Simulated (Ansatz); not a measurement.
`[SiH3][Si]1(Cl)C=C1` + `[AlH2][SH]` → `[AlH2][S][SiH3]` + `Cl[SiH]1C=C1` at 600 K and 1 bar (cleavage of the Si–Si bond).

Computed with Ansatz on PBE0-D4/def2-TZVP structures; ΔE is electronic, products minus reactants. CCSD(T)/CBS adds triple-zeta CCSD(T) − MP2 to the extrapolated MP2 energy (def2 sets, frozen cores). This one scheme is used for every species.

```json
{"species": "`[SiH3][Si]1(Cl)C=C1`", "CCSD(T)/CBS energy (Eh)": "-1117.02783", "H − E (kJ/mol)": "217.0", "S (J/(mol·K))": "458.1"}
{"species": "`[AlH2][SH]`", "CCSD(T)/CBS energy (Eh)": "-641.61836", "H − E (kJ/mol)": "94.5", "S (J/(mol·K))": "317.9"}
{"species": "`[AlH2][S][SiH3]`", "CCSD(T)/CBS energy (Eh)": "-931.92152", "H − E (kJ/mol)": "160.7", "S (J/(mol·K))": "409.9"}
{"species": "`Cl[SiH]1C=C1`", "CCSD(T)/CBS energy (Eh)": "-826.74464", "H − E (kJ/mol)": "150.8", "S (J/(mol·K))": "360.8"}
```

H − E and S are ideal-gas, rigid-rotor, harmonic terms from PBE0-D4/def2-TZVP. 1 Eh = 2625.50 kJ/mol, R = 8.31446 J/(mol·K).

Question: By hand: ΔE, ΔH, ΔS and ΔG.

Answer: ΔE = (-931.92152) + (-826.74464) − (-1117.02783) − (-641.61836) = -0.01997 Eh = -52.4 kJ/mol. Δ(H − E) = 160.7 + 150.8 − 217.0 − 94.5 = 0.0, so ΔH = -52.4 kJ/mol. ΔS = 409.9 + 360.8 − 458.1 − 317.9 = -5.3 J/(mol·K). ΔG = -52.4 − 600 × (-5.3)/1000 = -49.2 kJ/mol.

Question: By hand: the equilibrium constant, and the temperature at which ΔG would vanish if ΔH and ΔS stayed fixed.

Answer: log₁₀ K = −ΔG/(RT ln 10) = 4.3. ΔG = 0 at ΔH/ΔS = 9887 K, far beyond where these terms or the molecules hold.

The number of gas molecules stays the same, so ΔS is small and ΔH decides. A doubt of 5 kJ/mol in ΔE shifts log₁₀ K by 0.4 here. These are equilibria of isolated gas molecules and say nothing of rates. Largest T1 diagnostic: 0.012 (customary marks: 0.02 for closed shells, 0.045 for open ones).
